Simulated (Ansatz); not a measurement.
`B[CH2][Al]([CH3])[SiH3]` + CH₄ → `B[CH2][Al]([CH3])[CH3]` + SiH₄  (formal exchange of groups at the Al–Si bond)

Isolated molecules relaxed with PBE0-D4/def2-TZVP in Ansatz; ΔE leaves out vibrations. CBS: MP2 limit from def2 TZ/QZ plus the TZ coupled-cluster correction, frozen cores. This one scheme is used for every species. One conformer a species, not always the lowest.

| species | CCSD(T)/CBS(def2) energy (Eh) |
| --- | --- |
| `B[CH2][Al]([CH3])[SiH3]` | -638.00721 |
| CH₄ | -40.46206 |
| `B[CH2][Al]([CH3])[CH3]` | -387.00283 |
| SiH₄ | -291.46306 |

Task: Work out ΔE.

Result: ΔE = (-387.00283) + (-291.46306) − (-638.00721) − (-40.46206) = 0.00338 Eh = +2.1 kcal/mol.

Largest T1 diagnostic among the species: 0.012.
